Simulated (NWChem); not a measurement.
A series in which one site is exchanged, each optimised at PBE0/def2-SVP with NWChem, gas phase unless a solvent is named. For some, no frequency run checked for a minimum. def2 effective core potentials on Sn; no spin-orbit coupling.

A: [CH3][SnH]([Cl])[Cl] (CH₄Cl₂Sn; site = Sn)
B: C[SiH](Cl)Cl (CH4Cl2Si; site = Si)
C: [CH3][GeH]([Cl])[Cl] (CH4Cl2Ge; site = Ge)
D: ClC(C)Cl (C2H4Cl2; site = C)

Question: Rank them by orbital gap (eV), PBE0/def2-SVP, lowest first.

Answer: A (7.44), C (8.55), D (9.07), B (9.56)
